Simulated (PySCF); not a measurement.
Compound: C₆H₈FOP.
Z-matrix (Å and degrees, GFN2-xTB geometry), rows numbered from 1:
```
C 
C   1  1.3203
C   2  1.4851  1  123.94
P   3  1.8412  2  111.87  1  -104.48
O   4  1.4643  3  115.16  2  -177.04
C   4  1.8221  3  114.51  2    25.07
C   6  1.4730  4  151.17  3    86.40
C   6  1.3415  4   67.40  3   -98.85
F   8  1.3315  4  154.73  6   173.87
H   1  1.0780  2  121.82  3    -1.34
H   1  1.0760  2  121.74  3   179.08
H   2  1.0813  1  120.42  3  -178.44
H   3  1.0944  2  112.68  1   137.15
H   3  1.0936  2  112.69  1    14.07
H   7  1.0889  6  110.26  4   167.96
H   7  1.0899  6  110.01  4   -71.39
H   7  1.0896  6  109.98  4    47.24
```

Probes without a nucleus sit at each ring's centroid and 1 Å off its mean plane on both sides; NICS is minus the shielding there, NICSzz its component along the normal. Level: GIAO PBE0/pcSseg-1 (PySCF, non-relativistic, gas phase) on the GFN2-xTB geometry, one conformer.

Ring bond lengths (Å), with Mayer bond orders in brackets: P4–C6 1.822 (0.80), C6–C8 1.342 (1.57), C8–P4 1.800 (0.91).

Problem. Give the NICS values of each ring in ppm.

Solution. 
| ring | type | NICS(0) | NICS(1), two faces | NICS(1)zz, two faces | rms pucker (Å) | centre to ring atoms, mean (Å) |
| --- | --- | --- | --- | --- | --- | --- |
| P4–C6–C8 | 3-membered ring with P; formal bonds 1 double, 2 single | -20.7 | -9.6 / -5.7 | -13.6 / -4.6 | 0.00 | 0.96 |

Problem. What do they say, and how far can they be read as aromaticity?

Solution. 
- P4–C6–C8: mean NICS(1)zz -9.1 ppm, shielded. P4 has four or more neighbours, and the NICS criterion for π rings isn't applied. The two faces differ by 9.0 ppm, so no symmetry operation interchanges them. NICS(0) lies 13 ppm below the mean NICS(1).

Problem. What field does 7.05 T along the ring normal induce along that normal at the second NICS(1) probe listed for ring P4–C6–C8, 1 Å off the ring?

Solution. NICSzz × B0 = -4.6 ppm × 7.05 T = -32 μT, against the applied field.

Problem. List the ring angles and the Hirshfeld charges of the ring atoms.

Solution. 
- P4–C6–C8: P4 43.5° (+0.395 e), C6 67.4° (-0.043 e), C8 69.1° (+0.016 e); sum 180.0° against 180° for a flat convex ring.

Problem. What are the shieldings of the ring atoms and their hydrogens in the same run (means over atoms taken as equivalent)?

Solution. 
```tsv
atoms	environment	σ isotropic (ppm)
P4	phosphoryl phosphorus	367.9
C6	fully substituted alkene carbon	39.6
C8	vinylic C–F carbon	3.6
```
